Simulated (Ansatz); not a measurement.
Molecule: ZrO, net charge 0, singlet state. SMILES: [O]=[Zr]
Geometry: optimised at B3LYP-D3(BJ)/def2-TZVP (Ansatz, an electronic-structure program).

Wanted: vertical ionisation energy (to the doublet state of charge +1; each state is the SCF solution reached for its spin; for the singlet the Hartree-Fock reference is unstable and T1 is 0.032), in eV. Cores are frozen in the correlated levels unless marked. UHF or UKS for open shells. Spin-orbit coupling is left out. The frozen core is the preceding noble-gas configuration, with the filled d and f shells of earlier blocks. In def2 rows, elements after Kr have scalar-relativistic effective core potentials. CBS marks a two-point X^-3 extrapolation of the correlation energy; Hartree-Fock from the larger set.

```csv
level,program,vertical ionisation energy (eV)
SVWN5/def2-TZVPD,Ansatz,…
PBE/def2-TZVPD,Ansatz,6.76
r2SCAN/def2-TZVPD,Ansatz,…
B3LYP/def2-TZVPD,Ansatz,…
PBE0/def2-TZVPD,Ansatz,6.56
BHLYP/def2-TZVPD,Ansatz,6.56
CAM-B3LYP/def2-TZVPD,Ansatz,6.79
wB97M-V/def2-TZVPD,Ansatz,…
wB97X-V/def2-TZVPD,Ansatz,6.52
CCSD/def2-SVPD,Ansatz,6.60
CCSD/def2-TZVPPD,Ansatz,6.59
CCSD/def2-QZVPPD,Ansatz,6.60
"CCSD(T)/CBS(def2-TZVPPD,def2-QZVPPD)",Ansatz,6.69
```

Complete the blanks.


- SVWN5/def2-TZVPD, vertical ionisation energy (eV): 7.20
- r2SCAN/def2-TZVPD, vertical ionisation energy (eV): 6.36
- B3LYP/def2-TZVPD, vertical ionisation energy (eV): 6.87
- wB97M-V/def2-TZVPD, vertical ionisation energy (eV): 6.73
